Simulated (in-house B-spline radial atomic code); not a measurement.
Configurations of Yb VI (Yb5+), with energies counted from [Kr] 4d10 4f12 5s2 5p5. Computed with a radial B-spline atomic code at the basis-set limit: scalar-relativistic (X2C) RPBE, spin-polarised, spherical fractional occupations, Fermi nucleus of rms radius 5.3108 fm. Shells without spins written out take the highest spin.

Occupations are held fixed; configurations that lie above the ionisation limit could autoionise.

```tsv
configuration	E - E(ref) (eV)	highest orbital	its <r> (bohr)
[Kr] 4d10 4f(5 up, 7 down) 5s2 5p(2 up, 2 down) 5d(0 up, 1 down)	37.703	5d down	1.697
[Kr] 4d10 4f12 5s2 5p4 6p1	52.847	6p up	2.789
[Kr] 4d10 4f12 5s2 5p4 6d1	64.307	6d up	3.512
[Kr] 4d10 4f12 5s2 5p4 6f1	75.35	6f up	4.988
[Kr] 4d9 4f13 5s2 5p5	176.87	4f down	0.6852
[Kr] 4d9 4f12 5s2 5p5 6s1	210.47	6s up	2.42
[Kr] 4d(5 up, 4 down) 4f(7 up, 5 down) 5s2 5p(3 up, 2 down) 5f(1 up, 0 down)	230.88	5f up	2.774
```

Order these further configurations by energy, lowest first.
A. [Kr] 4d9 4f12 5s2 5p5 6p1
B. [Kr] 4d9 4f12 5s2 5p5 6f1
C. [Kr] 4d10 4f11 5s2 5p5 6f1
D. [Kr] 4d9 4f12 5s2 5p5 5d1
E. [Kr] 4d10 4f(7 up, 5 down) 5s2 5p(2 up, 3 down)

E (0.65085 eV), C (64.221 eV), D (201.1 eV), A (219.44 eV), B (242.14 eV).

How far above the reference does [Kr] 4d(4 up, 5 down) 4f(6 up, 6 down) 5s2 5p(3 up, 2 down) 6f(0 up, 1 down) lie?

244.72 eV; its least bound orbital is 6f down with <r> = 4.97 bohr.

How far above the reference does [Kr] 4d(5 up, 4 down) 4f(5 up, 7 down) 5s2 5p6 lie?

166.1 eV; its least bound orbital is 4f up with <r> = 0.6656 bohr.
